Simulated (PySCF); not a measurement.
C6H12S (charge +1 and doublet state).
Structure used (GFN2-xTB), in Å, numbered top down from 1:
```
atom  x, y, z in Å
C1    -0.7276    0.9127    0.8667
C2    -1.3154    0.0070    0.0260
C3    -2.6231   -0.6130    0.3029
C4    -0.5036   -0.5284   -1.1108
C5     0.9909   -0.3817   -0.8122
S6     1.2318   -0.4863    1.0081
C7     2.6790    0.5675    1.2223
H8    -0.0204    1.6433    0.5093
H9    -1.1906    1.1553    1.8107
H10   -2.4812   -1.6264    0.6881
H11   -3.1963   -0.7168   -0.6182
H12   -3.1987   -0.0477    1.0299
H13   -0.7648   -1.5761   -1.2704
H14   -0.7485   -0.0003   -2.0373
H15    1.3809    0.5809   -1.1382
H16    1.5710   -1.1766   -1.2776
H17    2.4888    1.5693    0.8475
H18    2.9011    0.6041    2.2849
H19    3.5169    0.1223    0.6911
```

The hyperfine couplings belong to this conformer and change with its torsions.

The species is `C=C(C)CC[S+]C` [radical] (charge +1).

The calculation used UKS B3LYP, pcH-1 on C H S, non-relativistic, mean-field spin-orbit, GIAO in PySCF. The structure is a single GFN2-xTB conformer in the gas phase; no vibrational or solvent corrections. A GFN2-xTB geometry isn't a minimum of the functional, and hyperfine couplings can be far from their values at a DFT geometry, by a factor of two or more for some ions and for spin on atoms past the first row. The frame is twisted about the C1–C2 bond at this geometry (dihedral H9–C1–C2–C3 = 4°); couplings at other torsion angles weren't computed. No stability test was run, so a lower SCF solution isn't excluded.

**Question.** What is the g tensor, term by term?

**Answer.** 
| Δg (ppt) | 1 | 2 | 3 |
| --- | --- | --- | --- |
| relativistic mass correction | -0.21 | -0.21 | -0.21 |
| gauge correction | 0.00 | 0.04 | 0.02 |
| orbital Zeeman/spin–orbit | 0.23 | 6.04 | 8.26 |
| total | 0.02 | 5.87 | 8.07 |

So g = 2.00234, 2.00819, 2.01039 and g_iso = 2.00697; the tensor is rhombic: the two nearest values differ by 27 % of g3 − g1. 

**Question.** Average each term over the three axes. Which is largest in size?

**Answer.** The orbital-Zeeman/spin–orbit term 4.84, the mass correction -0.21 and the gauge correction 0.02 ppt, for a total of 4.65 ppt. The orbital-Zeeman/spin–orbit term is the largest in size. The mass correction is the same along every axis, so the anisotropy comes from the other two: their spans along these axes are 0.04 (gauge) and 8.03 ppt (orbital Zeeman/spin–orbit).

**Question.** What are the electron Larmor frequencies g μB B/h along the three axes at 330 mT?

**Answer.** 9.2483, 9.2753, 9.2855 GHz for g1, g2 and g3, a range of 37.2 MHz.

**Question.** What effective moment and Curie constant follow for a powder?

**Answer.** With the mean of g² = 4.0279 and S(S+1) = 0.75: μ_eff = √(⟨g²⟩S(S+1)) = 1.738 μB and χT = 0.12505·⟨g²⟩·S(S+1) = 0.378 cm³ K/mol (cgs; spin-Hamiltonian part alone).

**Question.** In a frozen sample, at which fields do the three g values resonate at 9.5, 34, 94 and 263 GHz (hyperfine left aside), and which band first spreads them over more than twice a line width of 0.5 mT?

**Answer.** 
```
band    GHz  B(g3) mT  B(g2) mT  B(g1) mT  spread mT
   X    9.5    337.62    337.99    338.98       1.36
   Q   34.0   1208.34   1209.66   1213.19       4.86
   W   94.0   3340.69   3344.35   3354.12      13.43
   J  263.0   9346.83   9357.06   9384.40      37.57
```

The spread grows in proportion to the frequency. X band is the first where it exceeds 1.0 mT.

The Mulliken spin populations are largest on S6 (+0.46) and C2 (+0.45).

The HOMO–LUMO gaps are 5.24 eV among the α and 4.00 eV among the β orbitals.
